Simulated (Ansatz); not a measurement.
Isolated molecules relaxed with PBE0-D4/def2-TZVP in Ansatz; ΔE leaves out vibrations. CCSD(T)/CBS is the MP2 limit (def2-TZVPP, def2-QZVPP) plus CCSD(T) − MP2 in def2-TZVPP, frozen cores. DFT in def2-TZVPP. One conformer a species, not always the lowest.

`CCB(C)[SiH3]` + `O[SiH2][AlH2]` → `[AlH2][SiH2]O[SiH3]` + `CBCC`  (cleavage of the Si–B bond)

`CCB(C)[SiH3]`:

Z-matrix (Å, degrees):
```
C
C 1 1.541
H 1 1.093 2 111.6
H 1 1.093 2 111.6 3 -120.5
H 1 1.092 2 110.8 3 119.8
B 2 1.567 1 105.9 3 59.6
H 2 1.094 1 108.6 3 -177.9
H 2 1.096 1 108.8 3 -60.8
Si 6 2.030 2 118.4 1 90.0
C 6 1.560 2 120.3 1 -90.3
H 9 1.495 6 108.1 2 83.6
H 9 1.493 6 112.0 2 -33.5
H 9 1.491 6 114.8 2 -156.9
H 10 1.094 6 114.3 2 17.7
H 10 1.103 6 104.7 2 -98.2
H 10 1.092 6 115.3 2 146.5
```

`O[SiH2][AlH2]`:

Cartesian coordinates in Å:
```
O -1.685 -0.786 -0.026
Si -0.056 -0.708 0.287
Al 0.798 1.477 -0.453
H -2.137 -1.596 0.219
H 0.208 -0.927 1.745
H 0.663 -1.830 -0.398
H 2.342 1.798 -0.243
H -0.132 2.571 -1.131
```

`[AlH2][SiH2]O[SiH3]`:

```xyz
11

Al    1.729   -1.470   -1.639
Si   -0.068    0.070   -0.958
O    -0.195    0.137    0.685
Si   -1.029    0.861    1.891
H     2.593   -2.270   -0.573
H     2.028   -1.667   -3.188
H     0.170    1.451   -1.482
H    -1.387   -0.347   -1.530
H    -0.464    0.405    3.184
H    -2.468    0.491    1.819
H    -0.908    2.340    1.789
```

`CBCC`:

Z-matrix (Å, degrees):
```
C
B 1 1.558
H 1 1.102 2 106.0
H 1 1.094 2 112.7 3 -114.0
H 1 1.092 2 115.8 3 118.6
C 2 1.561 1 125.2 3 -104.1
H 2 1.205 1 117.9 3 73.8
C 6 1.522 2 118.8 1 -1.0
H 6 1.101 2 106.8 1 125.1
H 6 1.102 2 106.1 1 -126.3
H 8 1.093 6 112.0 2 179.8
H 8 1.093 6 111.4 2 59.5
H 8 1.093 6 111.4 2 -59.9
```

CCSD(T)/CBS gives -1.28 eV.

Question: Another level gave -1.15 eV. Which?
A. PBE/def2-TZVPP
B. CCSD(T)/def2-TZVPP
C. PBE0/def2-TZVPP
D. SCS-MP2/def2-TZVPP

Answer: C. PBE0 -1.15, PBE -1.06, CCSD(T)/def2-TZVPP -1.27, SCS-MP2/def2-TZVPP -1.39 eV.

Largest T1 diagnostic among the species: 0.012.

From PBE to PBE0 (25 % exact exchange), in def2-TZVPP and without D4, ΔE moves by −0.09 eV. In def2-TZVPP, CCSD(T) changes the Hartree–Fock value by +0.34 eV (the triples alone add +0.05 eV) and MP2 by +0.28 eV. The D4 term adds +0.04 eV with B3LYP and +0.02 eV with PBE0; it sums over pairs of atoms, weighted by their polarisabilities, and B3LYP, whose exchange is more repulsive, gets the larger term.

B3LYP here is the variant with VWN-RPA as its local correlation; programs differ in this.
